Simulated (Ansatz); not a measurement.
`C=C(F)/C(F)=C/F` + H₂ → `C=C/C(F)=C\F` + H–F  (hydrogenolysis of a C–F bond)

Computed with Ansatz on PBE0-D4/def2-TZVP structures; ΔE is electronic, products minus reactants. CCSD(T)/CBS adds triple-zeta CCSD(T) − MP2 to the extrapolated MP2 energy (def2 sets, frozen cores). This one scheme is used for every species. Double bonds are as drawn, so ΔE can hold a change between cis and trans. Functionals use def2-TZVPP. One conformer a species, not always the lowest.

Is it downhill or uphill in electronic energy at CCSD(T)/CBS, and by how much? (Best estimate.)

Ansatz gave: Downhill: ΔE = -1.07 eV.

What do these levels give: PBE0-D4, ωB97M-V, CAM-B3LYP, HF/def2-SVP, CCSD(T)/def2-TZVPP, MP2/def2-QZVPP? (An estimate is asked.)

Computed: PBE0-D4 -0.94, ωB97M-V -0.92, CAM-B3LYP -0.91, HF/def2-SVP -1.02, CCSD(T)/def2-TZVPP -1.03, MP2/def2-QZVPP -1.10 eV.

Largest T1 diagnostic among the species: 0.013.

Leaving LDA and LC-ωPBE aside and taking each functional with its dispersion term where it has one, the values, not all of them listed here, spread over 0.19 eV, from PBE-QIDH to r2SCAN-D4. LDA lies +0.08 eV from PBE without D4. From PBE to PBE0 (25 % exact exchange), in def2-TZVPP and without D4, ΔE moves by −0.08 eV. At CCSD(T), def2-SVP lies +0.15 eV from the extrapolated value and def2-TZVPP +0.04 eV.
